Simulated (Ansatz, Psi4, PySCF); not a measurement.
System: C$_{5}$H$_{11}$O (charge 0, doublet). SMILES: [CH2][C@H](O)CCC
Geometry: optimised at B3LYP-D3(BJ)/def2-TZVP (Ansatz, an electronic-structure program).

Quantity: atomisation energy, in kcal/mol. Set-up: UHF or UKS for open shells; valence correlation only; non-relativistic; 6-311+G** with 5d; atomisation electronic, to ground-state atoms; spin-orbit terms left out; LANL2DZ all-electron up to Ne; dispersion terms only where a functional's name holds one; six Cartesian d functions in 6-31G* and its kin unless marked 5d. Basis-set limits of correlation are two-point, X^-3; Hartree-Fock from the larger set. [CCSD(T)-MP2]/basis is that difference in the basis named. Ab initio and DFT rows: single points at B3LYP-D3(BJ) geometries (Ansatz).

Coupled cluster (Ansatz) is a level with limits of its own, used here on species with T1 under 0.025 (0.045 for open shells) and stable references: RI-MP2/CBS(cc-pVTZ,cc-pVQZ)+[CCSD(T)-MP2]/cc-pVTZ.

Value to compare with, RI-MP2/CBS(cc-pVTZ,cc-pVQZ)+[CCSD(T)-MP2]/cc-pVTZ (Ansatz): 1587.6 kcal/mol.

```json
[
 {"level": "HF/STO-3G", "program": "Ansatz", "atomisation energy (kcal/mol)": "1443.1", "difference": "-144.5"},
 {"level": "HF/3-21G", "program": "Ansatz", "atomisation energy (kcal/mol)": "1128.2", "difference": "-459.4"},
 {"level": "HF/LANL2DZ", "program": "Ansatz", "atomisation energy (kcal/mol)": "1117.1", "difference": "-470.5"},
 {"level": "SVWN5/6-31G*", "program": "Ansatz", "atomisation energy (kcal/mol)": "1814.9", "difference": "227.3"},
 {"level": "PBE/3-21G", "program": "Ansatz", "atomisation energy (kcal/mol)": "1602.1", "difference": "14.5"},
 {"level": "BLYP/6-31G*", "program": "Ansatz", "atomisation energy (kcal/mol)": "1567.8", "difference": "-19.8"},
 {"level": "B3LYP/LANL2DZ", "program": "Ansatz", "atomisation energy (kcal/mol)": "1530.8", "difference": "-56.8"},
 {"level": "B3LYP/6-31G*", "program": "Ansatz", "atomisation energy (kcal/mol)": "1576.8", "difference": "-10.8"},
 {"level": "B3LYP/6-31G**", "program": "Ansatz", "atomisation energy (kcal/mol)": "1589.2", "difference": "1.6"},
 {"level": "PBE0/6-31G*", "program": "Ansatz", "atomisation energy (kcal/mol)": "1593.1", "difference": "5.5"},
 {"level": "PBE0/6-311+G**", "program": "Ansatz", "atomisation energy (kcal/mol)": "1586.4", "difference": "-1.2"},
 {"level": "wB97X-D/6-311+G**", "program": "Psi4", "atomisation energy (kcal/mol)": "1578.2", "difference": "-9.4"},
 {"level": "MP2/STO-3G", "program": "Ansatz", "atomisation energy (kcal/mol)": "1583.4", "difference": "-4.2"},
 {"level": "B3PW91/6-31G* (5d)", "program": "PySCF", "atomisation energy (kcal/mol)": "1586.4", "difference": "-1.2"},
 {"level": "r2SCAN-D4/def2-TZVPD", "program": "Ansatz + dftd4", "atomisation energy (kcal/mol)": "1592.5", "difference": "4.9"},
 {"level": "wB97M-V/def2-TZVPD", "program": "Ansatz", "atomisation energy (kcal/mol)": "1588.2", "difference": "0.6"}
]
```

Among the 14 habitual levels, HF/LANL2DZ lies farthest from RI-MP2/CBS(cc-pVTZ,cc-pVQZ)+[CCSD(T)-MP2]/cc-pVTZ (Ansatz) (-470.5 kcal/mol); 4 of 14 lie above it, and their mean absolute difference is 101.9 kcal/mol, the median 12.7. One case shows no general order.

The levels are drawn from those run, B3LYP/6-31G* more often than the rest, none by its result; left out are runs that failed, that the program found above a lower state of the same kind, or whose <S^2> lies over 0.5 above the pure value.
